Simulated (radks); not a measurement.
Spherical quantum dot in the effective-mass picture: electrons in a hard-walled sphere of radius 2.28, all in effective atomic units (hartree* = m*/eps^2 hartree, bohr* = eps/m* bohr), one dielectric constant everywhere. Calculated with a radial shooting solver with Libxc functionals: non-relativistic Kohn-Sham, LDA (Slater exchange, Perdew-Wang correlation), spin-polarised, spherical densities. Levels are named by radial order and angular momentum (1s, 1p, 1d, 2s, ...), and open shells are averaged over m. Results are scaled to m* = 0.389 and eps = 8.9, for which hartree* = 133.6 meV and bohr* = 1.211 nm.

N = 22, configuration 1s2 1p6 1d10 1f(up 4, down 0). This is the lowest configuration that the search found. Occupied and some empty levels:

level,occupation,eigenvalue (meV),<r> (nm)
1s up,1,1820.2,1.734
1s down,1,1830.2,1.725
1p up,3,1900.4,1.852
1p down,3,1911.5,1.847
1d up,5,2028.3,1.937
1d down,5,2040.1,1.935
1f up,4,2197.5,2.002
1f down,0,2209.7,2.001
2s up,0,2228.2,1.261
2s down,0,2233.0,1.264
1g up,0,2404.7,2.056
1g down,0,2417.1,2.055
2p up,0,2465.4,1.450
2p down,0,2471.3,1.450
2d up,0,2740.4,1.575
2d down,0,2747.4,1.574

Energy (meV): total 26032.9, kinetic 9261.7, external 0, Hartree 18830, exchange-correlation -2058.6.
